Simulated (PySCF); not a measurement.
Compound: C5H6F3P.
SMILES with atom numbers: `[CH3:1][C:2]1=[C:3]([C:4]([F:5])([F:6])[F:7])[P:8]1[CH3:9]`

Probes without a nucleus sit at each ring's centroid and 1 Å off its mean plane on both sides; NICS is minus the shielding there, NICSzz its component along the normal. Level: GIAO PBE0/pcSseg-1 (PySCF, non-relativistic, gas phase) on the GFN2-xTB geometry, one conformer.

Ring bond lengths (Å), with Mayer bond orders in brackets: C2–C3 1.316 (1.64), C3–P8 1.841 (0.85), P8–C2 1.852 (0.87).

Give the NICS values of each ring in ppm.

```tsv
ring	type	NICS(0)	NICS(1), two faces	NICS(1)zz, two faces	rms pucker (Å)	centre to ring atoms, mean (Å)
C2–C3–P8	3-membered ring with P; formal bonds 1 double, 2 single	-25.5	-5.0 / -9.6	-12.0 / -18.5	0.00	0.97
```

What can be read from them?

- C2–C3–P8: mean NICS(1)zz -15.2 ppm, shielded. A hydrogen on C9, outside the ring, lies 1.55 Å from a NICS(1) probe. The two faces differ by 6.5 ppm, so no symmetry operation interchanges them. NICS(0) lies 18 ppm below the mean NICS(1).

How equal are the bonds by HOMA? HOMA takes Krygowski's 1993 parameters.

- C2–C3–P8: HOMA -1.20; the largest term is that of P8–C2, α(R − Ropt)² = 2.81.

At the first NICS(1) probe listed for ring C2–C3–P8, 1 Å off the ring, how large is the induced field along the normal in 9.4 T applied along it?

NICSzz × B0 = -12.0 ppm × 9.4 T = -113 μT, against the applied field.

Time: 30 s wall. Hardware: one thread, Arm Neoverse V1, shared host. This is the whole shielding run at PBE0/pcSseg-1, SCF included.

Conformer computed: `[CH3:1][C:2]1=[C:3]([C:4]([F:5])([F:6])[F:7])[P:8]1[CH3:9]`: C2–C3–C4–F5 113°.
